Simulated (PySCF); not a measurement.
CH₃Si, SMILES [CH]=[SiH2], multiplicity 2.

Geometry: PBE0-D3(BJ)/def2-TZVP. The isomer is the one that the SMILES or the coordinates give; other isomers of the formula were not compared.

Method: PBE/def2-TZVPD (PySCF).

The molecule is in vacuum.

The total energy comes out as -329.07442 hartree and the point group comes out as C2v. The α spin, highest occupied and lowest empty level is -5.75 and -2.17 eV and the β spin, highest occupied and lowest empty level is -5.68 and -3.67 eV. The dipole moment comes out as 0.69 D. The quadrupole, principal values (traceless, Buckingham form, about the centre of nuclear charge) comes out as -2.28, -1.12, 3.40 D·Å and the mean static polarisability comes out as 46.7 bohr³ (6.92 Å³). The polarisability, principal values is 40.1, 40.3, 59.6 bohr³ and the ⟨S²⟩ is 0.767 (pure state 0.75).
